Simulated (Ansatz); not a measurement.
Reactions of C2H10OSi2 (`CC[SiH2]O[SiH3]`).

Computed with Ansatz on PBE0-D4/def2-TZVP structures; ΔE is electronic, products minus reactants. CCSD(T)/CBS is the MP2 limit (def2-TZVPP, def2-QZVPP) plus CCSD(T) − MP2 in def2-TZVPP, frozen cores. This one scheme is used for every species, atoms too. Open shells (•) are unrestricted, without spin–orbit coupling. Spin–orbit coupling would lower the free atoms: a little for C, O, Si. Elements past krypton have def2 core potentials. For Sn outer-core shells are correlated without core-valence functions, so the limit isn't a true one: a few kJ/mol of doubt a bond, and 10 to 20 or more in all where bonds break to atoms. One conformer a species, not always the lowest.

**Question.** Order these by ΔE at CCSD(T)/CBS, lowest first. (Estimate.)
A. `CC[SiH2]O[SiH3]` + CH₃SH → `CS[SiH2]O[SiH3]` + `CC`
B. `CC[SiH2]O[SiH3]` + `O[SiH3]` → `[SiH3]O[SiH2]O[SiH3]` + `CC`
C. `CC[SiH2]O[SiH3]` + `[SiH3][SnH3]` → `C[CH2][SnH2][SiH3]` + `[SiH3]O[SiH3]`
D. `CC[SiH2]O[SiH3]` → 2 C• + 10 H• + O• + 2 Si•
E. `CC[SiH2]O[SiH3]` + H₂S → `CC[SiH2]S` + `O[SiH3]`
F. `CC[SiH2]O[SiH3]` → `CC[Si]O[SiH3]` + H₂
G. `CC[SiH2]O[SiH3]` → `CCO[SiH3]` + `[SiH2]`
H. `CC[SiH2]O[SiH3]` → `CC` + `[SiH]O[SiH3]`

**Answer.** B (-134.2 kJ/mol), A (-73.9 kJ/mol), C (+19.0 kJ/mol), E (+51.7 kJ/mol), H (+191.3 kJ/mol), F (+212.2 kJ/mol), G (+420.2 kJ/mol), D (+5429.7 kJ/mol).

Largest T1 diagnostic: 0.014, for `[SiH]O[SiH3]`.
